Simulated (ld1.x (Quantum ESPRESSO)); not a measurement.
**Before and after: TM potential for Pt**

platinum, norm-conserving Troullier–Martins (Kleinman–Bylander form), made with ld1.x (Quantum ESPRESSO) 7.5 (PBEsol, scalar-relativistic). Core [Kr] 4d10 4f14 5s2, reference 5p6 5d8 6s0 6p0 (charge +2). Waves: 5p (bound): rc 1.25 bohr; 5d (bound): rc 1.35 bohr; 6s (bound, empty): rc 1.90 bohr. Local part: the s channel. Core correction: Bessel-smoothed model core inside 1.00 bohr.

Change: reference 5p6 5d9 6s0.5 6p0.5 (6p counted twice).

Cutoffs: the cutoffs (Ry, on a coarse ladder) from which the occupation-weighted sum of valence levels, in a spherical-Bessel basis at the reference potential, stays within 10 and 1 mRy of its value at 400 Ry; they do not see the model core or the augmentation charge, which bear on the density cutoff. Errors are all-electron minus pseudo energies relative to the spin-unpolarised reference configuration.

Task: What does the change do?

Result: The potential gets neither clearly harder nor softer (120 Ry and 180 Ry → 120 Ry and 180 Ry); the miss of the reference levels goes from 0.00 to 0.35 eV; the range in which the p phases agree widens (upper end -2.6 → -1.2); the range in which the d phases agree widens (upper end 1.1 → 2.5); neither file shows a bound ghost. In the changed file ld1.x takes every shell without a wave as core, so the model core holds the 6p electrons as well and exchange and correlation see them twice. This cancels in the reference configuration, but the file is broken for other ones, and its errors say nothing about a proper core correction.

| quantity | base | changed |
| --- | --- | --- |
| cutoff, loose | 120 Ry | 120 Ry |
| cutoff, tight | 180 Ry | 180 Ry |
| bound ghosts | none | none |
| largest miss of a reference level, eV | 0.00 | 0.35 |
| largest error over its own tests, meV | -538 | +841 |
| s: phases at 2.04 bohr within 0.05 rad from the reference energy up to (Ry; the scan ends near 5) | -0.5 | 0.4 |
| p: phases at 2.04 bohr within 0.05 rad from the reference energy up to (Ry; the scan ends near 5) | -2.6 | -1.2 |
| d: phases at 2.04 bohr within 0.05 rad from the reference energy up to (Ry; the scan ends near 5) | 1.1 | 2.5 |
